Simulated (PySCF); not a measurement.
Vertical excitations of a molecule C5H4F2 from TDA-M06-2X/def2-SVPD (PySCF 2.14.0), as energy in eV (oscillator strength): 5.45 (0.119), 5.94 (0.006), 6.48 (0.018), 7.03 (0.003), 7.24 (0.023), 7.59 (0.002), 7.85 (0.000), 7.99 (0.000), 8.27 (0.002), 8.32 (0.051). Lowest triplet (TDA): 3.33 eV. Geometry optimised at B3LYP-D3(BJ)/def2-SVP. The values are those of a single conformer.

Which structure fits?
(A) FC1=C[C@H](F)C=C1
(B) FC1=C(F)CC=C1
(C) C=C=C(F)/C=C\F
(D) C#C[C@]1(F)C[C@H]1F

B, FC1=C(F)CC=C1
